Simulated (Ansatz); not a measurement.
One change: `CC(C)NC(C)(C)C` becomes `CC(C)(C)[NH][Sn]([Cl])([Cl])[Cl]`.

Ansatz, PBE0-D4/def2-TZVP geometries, multiplicity 1. Each molecule was computed in one conformer, which needn't be the lowest.

Elements past krypton have def2 core potentials.

```
                                      property  `CC(C)NC(C)(C)C`
            LUMO energy (PBE0/def2-TZVPP) / eV              0.96
             LUMO energy (PBE/def2-TZVPP) / eV              0.17
size of the dipole moment (PBE/def2-TZVPP) / D              0.58
       HOMO–LUMO gap (ωB97M-V/def2-TZVPP) / eV             10.83
            HOMO energy (PBE0/def2-TZVPP) / eV             -6.09
             HOMO energy (PBE/def2-TZVPP) / eV             -4.71
```

Problem. Give the same properties after the change, and the shifts. (An estimate is asked.)

Solution. Computed: 
| property | `CC(C)(C)[NH][Sn]([Cl])([Cl])[Cl]` | shift |
| --- | --- | --- |
| LUMO energy (PBE0/def2-TZVPP) / eV | -2.21 | -3.17 |
| LUMO energy (PBE/def2-TZVPP) / eV | -3.12 | -3.29 |
| size of the dipole moment (PBE/def2-TZVPP) / D | 3.55 | 2.97 |
| HOMO–LUMO gap (ωB97M-V/def2-TZVPP) / eV | 9.73 | -1.10 |
| HOMO energy (PBE0/def2-TZVPP) / eV | -7.60 | -1.51 |
| HOMO energy (PBE/def2-TZVPP) / eV | -6.24 | -1.53 |

With PBE0 the HOMO falls by 1.51 eV and the LUMO falls by 3.17 eV, so the gap narrows by about 1.66 eV. PBE moves the HOMO by -1.53 eV and ωB97M-V by -1.45 eV. Dipoles are sizes alone; their direction can turn.
